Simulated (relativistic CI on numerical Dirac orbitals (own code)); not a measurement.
What each ingredient does to the levels of Nd¹³⁺

Base calculation: Dirac-Coulomb-Breit CI, orbitals from a KLI potential per configuration, a model potential for QED, unscaled Slater integrals.

Configuration list (outside the closed core [Kr]): 4d¹⁰5s, 4d¹⁰4f, 4d¹⁰5p, 4d¹⁰5d, 4d¹⁰5f, 4d⁹5s4f, 4d¹⁰5g, 4d¹⁰6s, 4d¹⁰6p, 4d⁹5s², 4d¹⁰6d, 4d⁹5s5p, 4d¹⁰7s, 4d¹⁰6f, 4d¹⁰7p, 4d¹⁰7d, 4d¹⁰8s, 4d⁹5s5d, 4d¹⁰9s. Double excitations out of closed p, d and f shells are left out; levels of such configurations are missing from the list, as are those of other unlisted configurations, and high levels can miss mixing partners.

The lowest level and the first level of each name with at least 55 % of one term (blank where a level has no safe partner in the second run):

```tsv
Level	Base (cm⁻¹)	Shift (cm⁻¹)
4d¹⁰5s ²S1/2	0	0
4d¹⁰4f ²F°5/2	52131	+1557
4d¹⁰4f ²F°7/2	56364	+1936
4d¹⁰5p ²P°1/2	179138	-525
4d¹⁰5p ²P°3/2	228214	+95
4d¹⁰5d ²D3/2	526483	+590
4d¹⁰5d ²D5/2	535396	+817
4d¹⁰6s ²S1/2	812530	+586
4d¹⁰5f ²F°5/2	867404	+1130
4d¹⁰5f ²F°7/2	868935	+1226
4d¹⁰6p ²P°1/2	895949	+338
4d¹⁰6p ²P°3/2	917532	+602
4d⁹5s4f ⁴P°1/2	942372	+840
4d⁹5s4f ⁴P°3/2	947955	+1114
4d⁹5s4f ²P°1/2	958689	+1001
4d⁹5s4f ⁴P°5/2	959012	+1489
4d⁹5s4f ²P°3/2	970517	+1407
4d⁹5s4f ⁴H°13/2	972226	+1565
4d⁹5s4f ⁴H°11/2	975272	+1374
4d⁹5s4f ⁴H°9/2	979486	+1244
4d⁹5s² ²D5/2	984579	-535
4d⁹5s4f ²H°11/2	985611	+1404
```

At this charge transitions that keep the count of f electrons are usually good to a few per cent. Levels and lines within the n = 5 or 6 shells can be off by up to 10 % or somewhat more, and those that change n by about 2 %, since core polarisation is missing. Levels that differ in their count of f electrons can be misplaced by several ten thousand cm⁻¹, since the correlation energy of f electrons is missing or only estimated; rates across such gaps can be off by orders of magnitude.

Problem. One thing was changed in a second run, which moved the levels as shown. Which?
A. P86 correlation estimate
B. QED terms removed
C. configuration mixing switched off
D. Breit term removed

Solution. D. Breit term removed. The Breit term mainly narrows fine-structure intervals, so removing it widens them.

LS names give the leading component of a level, which can be under half, so a name can repeat, a term be missing and a line seem to break the LS rules.
